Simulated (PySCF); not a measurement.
# Correlation energy of O⁺ (oxygen, charge +1)

[He] 2s1 2p4, high-spin 4P determinant (an excited configuration). Calculation: PySCF 2.14, in ANO-RCC-VTZP (4s3p2d1f, 30 functions); scalar relativity by spin-free X2C-1e. Frozen: nothing; 7 electrons correlated.

| level | correlation energy (mhartree) |
| --- | --- |
| CCSD | -116.45 |
| (T) | -1.98 |
| CCSD(T) | -118.43 |

Diagnostics: T1 = 0.0053, D1 = 0.0121, largest double amplitude 0.071.

Cost of the coupled-cluster step: roughly 0.6 core-seconds, for 7 correlated electrons.
